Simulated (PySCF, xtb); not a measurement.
Zn(H)(OMe) (CH4OZn), SMILES C[O][ZnH].

GFN2-xTB run with xtb 6.7.1 at its own geometry gives an orbital gap of 4.81 eV and a dipole moment of 1.42 D.

Geometry: B3LYP-D3(BJ)/def2-TZVP.

Q: What does PySCF with HF/def2-TZVPD give? (An estimate is asked for; the answer gives what the named calculation found.)

A: gap 12.07 eV (levels -11.12 and 0.95 eV), dipole 1.28 D.
